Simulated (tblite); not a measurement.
Compound: C5H10OSSi.
Cartesian coordinates in Å at the GFN2-xTB level; atoms count from 1:
```
atom  x, y, z in Å
C1     3.5747   -0.4089   -0.2848
C2     2.3242   -0.6553   -0.6375
Si3    0.9005    0.5202   -0.3217
S4     0.7083    1.9762   -1.9148
O5    -0.4039   -0.4280   -0.3772
C6    -1.7338   -0.0665   -0.5165
C7    -2.7682   -1.0651   -0.1134
C8    -2.5531    0.1726    0.7122
H9     3.8509    0.4954    0.2331
H10    4.3822   -1.0944   -0.4899
H11    2.1000   -1.5798   -1.1545
H12    0.9969    1.2970    0.9121
H13    1.9526    2.4202   -1.8729
H14   -1.9074    0.5614   -1.3836
H15   -2.4136   -2.0004    0.2902
H16   -3.6638   -1.1471   -0.7089
H17   -3.2984    0.9517    0.6887
H18   -2.0570    0.0572    1.6631
```

Computed values, GFN2-xTB/tblite, gas phase, harmonic and unscaled. Errors from tens to a few hundred cm⁻¹ against measured bands are possible. Modes of hydrogen on silicon and sulfur can be 10 to 20 % off. One conformer, not necessarily the lowest.

Harmonic wavenumbers (cm⁻¹): 28.4, 33.6, 47.9, 79.9, 117.5, 162.0, 188.1, 232.7, 291.0, 390.5, 414.8, 458.9, 519.0, 658.5, 681.4, 697.1, 739.8, 761.3, 798.0, 851.9, 920.3, 960.7, 985.1, 1008.6, 1023.6, 1037.5, 1063.4, 1079.5, 1087.6, 1149.1, 1183.6, 1259.1, 1270.3, 1356.3, 1417.6, 1423.8, 1472.2, 1677.2, 2257.6, 2490.8, 3012.4, 3041.5, 3082.6, 3095.2, 3096.1, 3102.8, 3106.2, 3123.4.

A = 2177, B = 841.7, C = 661.0 MHz; mass 146.022 u (most abundant isotopes); point group C1, symmetry number 1.

Q: What is the zero-point energy?

A: ½Σν̃ = 29468 cm⁻¹ = 352.52 kJ/mol.

Q: Give the ideal-gas entropy at 400 K and 1 bar in the rigid-rotor, harmonic-oscillator model (classical rotation).

A: Translation 177.12, rotation 129.03, vibration 203.52: S = 509.7 J/(mol K).

Q: And Cp and H(400 K) − H(0)?

A: Cp = 208.27 J/(mol K), of which vibrations give 175.01 (their classical limit is 48 R = 399.1); H(400 K) − H(0) = 51.20 kJ/mol without the zero-point energy, 37.90 from vibrations.

Q: What must be added to the electronic energy to get the Gibbs energy at 400 K and 1 bar?

A: ZPE + [H(400 K) − H(0)] − T·S = 352.52 + 51.20 − 203.87 = 199.85 kJ/mol.

Q: Blend soft modes into free rotors: weight 1/[1 + (100 cm⁻¹/ν̃)⁴] for the oscillator and the rest for a rotor with moment μB/(μ + B), μ = h/(8π²ν), B = 10⁻⁴⁴ kg m². What vibrational entropy results?

A: 175.60 J/(mol K) in place of 203.52, which changes −T·S at 400 K by +11.17 kJ/mol.

Hindered rotation and anharmonicity are outside this model. Other conformers, if any are populated, would add a mixing term that is left out. The structure is chiral; the term R ln 2 for an equal mix with its mirror image is left out.
